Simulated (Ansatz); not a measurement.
Ansatz (a first-principles code) input (B3LYP/6-31G*):

Ansatz 0.2 input:
```yaml
crystal:
  periodic: [false, false, false]
  atoms:
    - {symbol: C, position_ang: [-1.15883105, -0.01847565, -0.06229433]}
    - {symbol: N, position_ang: [0.23205449, -0.01180046, -0.00486002]}
    - {symbol: C, position_ang: [1.40595747, -0.07138145, -0.02931754]}
    - {symbol: H, position_ang: [-1.57509069, -0.35903733, 0.89087131]}
    - {symbol: H, position_ang: [-1.53204927, 0.98078321, -0.30717996]}
basis:
  gaussian:
    orbitals: 6-31G*
hamiltonian:
  xc: {name: B3LYP}
total_charge: -1
relax: {f_tol: 0.003, max_steps: 120}
```

From the last part of the output:

```
the calculation of the forces begins
reference -3593.74526022 eV, -132.0677023852 hartree; 11, 11 occupied and 38, 38 virtual orbitals, 547 factors
relax step   3: F+E_penalty+E_count = -3593.74508039 eV  Δ(F+E_penalty+E_count) = -1.348e-3 eV  max|allowed force component| = 1.537e-1 eV/Å  Δτ_max = 0.0080 Å  (26 SCF iters, accepted)
these checks for a lower state are left out or cut short: starts, cluster_reference, orbital_swaps, neighbouring_geometries, increment
integrals: 0.01 GiB planned
547 factors; integrals over basis functions are off by at most 3.4e-4 eV
mean field: 0.11 GiB planned
mean field evaluation 32: about -3593.7455 eV, gradient 5.2e-5 eV
mean field -3593.74552174 eV, -132.0677119957 hartree, gradient 5.2e-5 eV, S^2 0.000000; 0 other end points of the search recorded, 0 dependent functions left out
the calculation of the forces begins
reference -3593.74570172 eV, -132.0677186099 hartree; 11, 11 occupied and 38, 38 virtual orbitals, 547 factors
relax step   4: F+E_penalty+E_count = -3593.74552174 eV  Δ(F+E_penalty+E_count) = -4.413e-4 eV  max|allowed force component| = 1.078e-1 eV/Å  Δτ_max = 0.0060 Å  (26 SCF iters, accepted)
these checks for a lower state are left out or cut short: starts, cluster_reference, orbital_swaps, neighbouring_geometries, increment
integrals: 0.01 GiB planned
547 factors; integrals over basis functions are off by at most 3.4e-4 eV
mean field: 0.11 GiB planned
mean field -3593.74566527 eV, -132.0677172703 hartree, gradient 2.3e-5 eV, S^2 0.000000; 0 other end points of the search recorded, 0 dependent functions left out
the calculation of the forces begins
reference -3593.74584521 eV, -132.0677238830 hartree; 11, 11 occupied and 38, 38 virtual orbitals, 547 factors
relax step   5: F+E_penalty+E_count = -3593.74566527 eV  Δ(F+E_penalty+E_count) = -1.435e-4 eV  max|allowed force component| = 1.533e-2 eV/Å  Δτ_max = 0.0022 Å  (24 SCF iters, accepted)
these checks for a lower state are left out or cut short: starts, cluster_reference, orbital_swaps, neighbouring_geometries, increment
integrals: 0.01 GiB planned
547 factors; integrals over basis functions are off by at most 3.4e-4 eV
mean field: 0.11 GiB planned
mean field -3593.74568029 eV, -132.0677178222 hartree, gradient 2.2e-5 eV, S^2 0.000000; 0 other end points of the search recorded, 0 dependent functions left out
the calculation of the forces begins
reference -3593.74586017 eV, -132.0677244328 hartree; 11, 11 occupied and 38, 38 virtual orbitals, 547 factors
relax step   6: F+E_penalty+E_count = -3593.74568029 eV  Δ(F+E_penalty+E_count) = -1.502e-5 eV  max|allowed force component| = 5.371e-3 eV/Å  Δτ_max = 0.0008 Å  (20 SCF iters, accepted)
these checks for a lower state are left out or cut short: starts, cluster_reference, orbital_swaps, neighbouring_geometries, increment
integrals: 0.01 GiB planned
547 factors; integrals over basis functions are off by at most 3.4e-4 eV
mean field: 0.11 GiB planned
mean field -3593.74568221 eV, -132.0677178929 hartree, gradient 1.4e-5 eV, S^2 0.000000; 0 other end points of the search recorded, 0 dependent functions left out
the calculation of the forces begins
reference -3593.74586209 eV, -132.0677245033 hartree; 11, 11 occupied and 38, 38 virtual orbitals, 547 factors
relax step   7: F+E_penalty+E_count = -3593.74568221 eV  Δ(F+E_penalty+E_count) = -1.925e-6 eV  max|allowed force component| = 2.724e-3 eV/Å  Δτ_max = 0.0004 Å  (19 SCF iters, accepted)
integrals: 0.01 GiB planned
547 factors; integrals over basis functions are off by at most 3.4e-4 eV
mean field: 0.11 GiB planned
mean field evaluation 64: about -3593.7457 eV, gradient 7.7e-5 eV
mean field -3593.74568221 eV, -132.0677178929 hartree, gradient 1.4e-5 eV, S^2 0.000000; 1 other end points of the search recorded, 0 dependent functions left out
the calculation of the forces begins
reference -3593.74586209 eV, -132.0677245033 hartree; 11, 11 occupied and 38, 38 virtual orbitals, 547 factors
Total energy: -3593.74586209 eV, -132.0677245033 hartree
Atom 0 at    -1.169483    -0.038344    -0.084896 Å, force     0.002724    -0.000657    -0.000637 eV/Å
Atom 1 at     0.228556    -0.012323    -0.005570 Å, force    -0.002380     0.000516     0.000492 eV/Å
Atom 2 at     1.416744    -0.068236    -0.025412 Å, force     0.000990    -0.000417    -0.000430 eV/Å
Atom 3 at    -1.573247    -0.345385     0.896077 Å, force    -0.000671     0.000155     0.000399 eV/Å
Atom 4 at    -1.530528     0.984376    -0.292979 Å, force    -0.000663     0.000403     0.000177 eV/Å
Dipole moment:    -0.198449     0.183768     0.198385 e Å
```

The dipole moment of an ion depends on the origin.

The geometry given is a B3LYP-D3(BJ)/def2-TZVP minimum.
